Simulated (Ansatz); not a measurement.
Start from `CC[C@@]12[C@H]3[C@H]4[C@H]5[C@@H]1[Hf]4532([Cl])([Cl])[N](C)C` and change one atom or group to get `CC[C@@]12[C@H]3[C@H]4[C@H]5[C@@H]1[Hf]4532([CH3])([Cl])[N](C)C`.

Ansatz, PBE0-D4/def2-TZVP geometries, multiplicity 1. Each molecule was computed in one conformer, which needn't be the lowest.

Elements past krypton have def2 core potentials.

| property | `CC[C@@]12[C@H]3[C@H]4[C@H]5[C@@H]1[Hf]4532([Cl])([Cl])[N](C)C` |
| --- | --- |
| HOMO–LUMO gap (B3LYP/def2-TZVPP) / eV | 5.41 |
| LUMO energy (B3LYP/def2-TZVPP) / eV | -1.11 |
| HOMO energy (B3LYP/def2-TZVPP) / eV | -6.52 |
| LUMO energy (PBE0/def2-TZVPP) / eV | -0.92 |
| LUMO energy (ωB97M-V/def2-TZVPP) / eV | 1.05 |
| LUMO energy (PBE/def2-TZVPP) / eV | -1.76 |

**Question.** What does the change do to each property? (An estimate is asked.)

**Answer.** Ansatz gave: 
```tsv
property	`CC[C@@]12[C@H]3[C@H]4[C@H]5[C@@H]1[Hf]4532([CH3])([Cl])[N](C)C`	shift
HOMO–LUMO gap (B3LYP/def2-TZVPP) / eV	5.14	-0.27
LUMO energy (B3LYP/def2-TZVPP) / eV	-0.94	0.17
HOMO energy (B3LYP/def2-TZVPP) / eV	-6.08	0.44
LUMO energy (PBE0/def2-TZVPP) / eV	-0.73	0.19
LUMO energy (ωB97M-V/def2-TZVPP) / eV	1.24	0.19
LUMO energy (PBE/def2-TZVPP) / eV	-1.63	0.13
```

With PBE0 the HOMO rises by 0.46 eV and the LUMO rises by 0.19 eV, so the gap narrows by about 0.27 eV. PBE moves the HOMO by 0.41 eV and ωB97M-V by 0.51 eV.

B3LYP here is the variant with VWN-RPA as its local correlation; programs differ in this.
